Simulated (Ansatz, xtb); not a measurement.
C3H9AlF2O: which of two isomers lies lower

Structure a: `C[C@H](F)[O+]([AlH3-])CF`, a singlet. Structure b: `FCC[O+]([AlH3-])CF`, a singlet. Both are isolated molecules in the gas phase, relaxed with B3LYP-D3(BJ)/def2-SVP, each in the lowest conformer that the search found.

a (Å):

```xyz
16

C     1.5071   -1.6161   -2.1195
C     1.8683   -0.3576   -1.3844
C     0.9209    1.5416   -0.2903
Al   -1.1609   -0.6613   -0.5312
F     2.7921   -0.6105   -0.4069
F     0.8879    2.3813   -1.3577
O     0.7180    0.2104   -0.7396
H     1.1076   -2.3630   -1.4188
H     0.7572   -1.4076   -2.8946
H     2.4148   -2.0167   -2.5920
H     2.2852    0.4203   -2.0436
H    -1.7312    0.5198    0.3789
H    -1.6287   -0.7244   -2.0540
H    -0.7761   -2.0351    0.1792
H     0.0932    1.7634    0.3943
H     1.9062    1.6069    0.1949
```

b (Å):

```json
{"atom": "C", "x (Å)": "0.9196", "y (Å)": "0.7014", "z (Å)": "-2.5738"}
{"atom": "C", "x (Å)": "0.1287", "y (Å)": "1.2967", "z (Å)": "-1.4365"}
{"atom": "C", "x (Å)": "-1.8102", "y (Å)": "-0.1155", "z (Å)": "-1.0491"}
{"atom": "Al", "x (Å)": "0.3851", "y (Å)": "-0.3186", "z (Å)": "1.0706"}
{"atom": "F", "x (Å)": "0.0646", "y (Å)": "0.1072", "z (Å)": "-3.4879"}
{"atom": "F", "x (Å)": "-2.6876", "y (Å)": "0.8686", "z (Å)": "-0.7175"}
{"atom": "O", "x (Å)": "-0.5088", "y (Å)": "0.2621", "z (Å)": "-0.6501"}
{"atom": "H", "x (Å)": "1.6187", "y (Å)": "-0.0607", "z (Å)": "-2.1937"}
{"atom": "H", "x (Å)": "1.4888", "y (Å)": "1.4988", "z (Å)": "-3.0820"}
{"atom": "H", "x (Å)": "-0.6493", "y (Å)": "1.9875", "z (Å)": "-1.7922"}
{"atom": "H", "x (Å)": "0.7917", "y (Å)": "1.8438", "z (Å)": "-0.7510"}
{"atom": "H", "x (Å)": "-0.6226", "y (Å)": "-1.5044", "z (Å)": "1.4271"}
{"atom": "H", "x (Å)": "0.3188", "y (Å)": "1.0411", "z (Å)": "1.9057"}
{"atom": "H", "x (Å)": "1.8145", "y (Å)": "-0.6832", "z (Å)": "0.4475"}
{"atom": "H", "x (Å)": "-1.8234", "y (Å)": "-0.2606", "z (Å)": "-2.1383"}
{"atom": "H", "x (Å)": "-2.0433", "y (Å)": "-1.0323", "z (Å)": "-0.4911"}
```

Energies in hartree; the thermal terms are from GFN2-xTB frequencies at re-optimised GFN2-xTB minima (ideal gas, soft modes damped towards free rotors, one conformer each, 298.15 K, 1 atm) and include the zero-point energy:

|  | a | b |
| --- | --- | --- |
| E, CCSD(T)/def2-SVP | −635.254250 | −635.241749 |
| E, MP2/def2-SVP | −635.160659 | −635.147395 |
| E, MP2/def2-TZVPP | −636.010791 | −635.997901 |
| zero-point energy | 0.110810 | 0.111064 |
| H(298 K) − E | 0.121493 | 0.121688 |
| G(298 K) − E | 0.076208 | 0.076106 |

Q: Correct the CCSD(T) difference for the basis set by the MP2 change, then work out ΔE, ΔE₀, ΔH and ΔG for a → b in kJ/mol (1 Eh = 2625.50 kJ/mol) and the equilibrium ratio [b]/[a].

A: 1. Differences b − a: CCSD(T) +0.012501, MP2 in the small set +0.013264, MP2 in the large set +0.012890 Eh.
2. ΔE = +0.012501 + (+0.012890 − (+0.013264)) = +0.012127 Eh = +31.84 kJ/mol.
3. ΔE₀ = ΔE + ΔZPE = +0.012127 + (+0.000254) Eh = +32.51 kJ/mol.
4. ΔH = ΔE + (+0.000195) Eh = +32.35 kJ/mol.
5. ΔG = ΔE + (−0.000102) Eh = +31.57 kJ/mol, so ΔS = (ΔH − ΔG)/T = +2.6 J/(mol K).
6. kT = 0.9442 mEh, so K = [b]/[a] = exp(−ΔG/kT) = exp(−12.74) ≈ 2.9 × 10^−6.

Structure a is favoured at this temperature. An error of 4 kJ/mol in ΔG would change K by a factor of 5. Mirror images and further conformers aren't counted.

As drawn, both hold the same kinds of bond in the same numbers. Structure a has 1 methyl group, b 0.

Other levels gave ΔE = +20.4 (GFN2-xTB); +33.4 (HF/STO-3G, GFN2-xTB geometries); +41.3 (r2SCAN-D4/def2-SVP, GFN2-xTB geometries); +30.9 (B3LYP-D3(BJ)/def2-SVP); +25.6 (HF/def2-SVP); +34.8 (MP2/def2-SVP); +32.8 (CCSD(T)/def2-SVP) kJ/mol. The correlated steps freeze 11 core orbitals. Programs: Ansatz 0.2.0, xtb 6.7.1.
